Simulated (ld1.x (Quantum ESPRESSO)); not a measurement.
What one change does to a pseudopotential (zinc, TM semilocal)

zinc (Zn), norm-conserving Troullier–Martins (semilocal form), made with ld1.x (Quantum ESPRESSO) 7.5 (PBEsol, non-relativistic). Core [Ar] 3d10, reference 4s1.5 4p0.5. Waves: 4p (bound): rc 1.95 bohr; 4s (bound): rc 1.60 bohr. Local part: the s channel. Core correction: none.

Change: all radii scaled by about 1.39 (s 2.22, p 2.70 bohr).

Cutoffs: the cutoffs (Ry, on a coarse ladder) from which the occupation-weighted sum of valence levels, in a spherical-Bessel basis at the reference potential, stays within 10 and 1 mRy of its value at 400 Ry; they do not see the model core or the augmentation charge, which bear on the density cutoff. Errors are all-electron minus pseudo energies relative to the spin-unpolarised reference configuration.

**Question.** What does the change do?

**Answer.** The potential gets softer (18 Ry and 45 Ry → 10 Ry and 25 Ry); the errors of the 6 common tests hardly move; neither file shows a bound ghost. A larger radius leaves more room for a smooth pseudo-wave, so fewer plane waves are needed. A semilocal file is local in each channel, so a ghost entry of none says nothing of the separable form that plane-wave codes build from it.

```csv
quantity,base,changed
"cutoff, loose",18 Ry,10 Ry
"cutoff, tight",45 Ry,25 Ry
loose cutoff by channel (10 mRy a level),"p 6 Ry, s 10 Ry","p 6 Ry, s 8 Ry"
bound ghosts,none,none
"error for 4s2 4p0, meV [ΔE -2.41 eV]",+4.0,+4.0
"error for 4s1 4p0, meV [ΔE 7.27 eV]",+5.3,+5.0
"error for 4s1.5 4p0, meV [ΔE 1.45 eV]",+3.2,+3.2
"error for 4s0 4p2, meV [ΔE 7.73 eV]",+77,+76
"error for 4s0 4p1, meV [ΔE 13.35 eV]",+99,+97
"error for 4s1 4p1, meV [ΔE 2.50 eV]",+6.4,+6.3
```
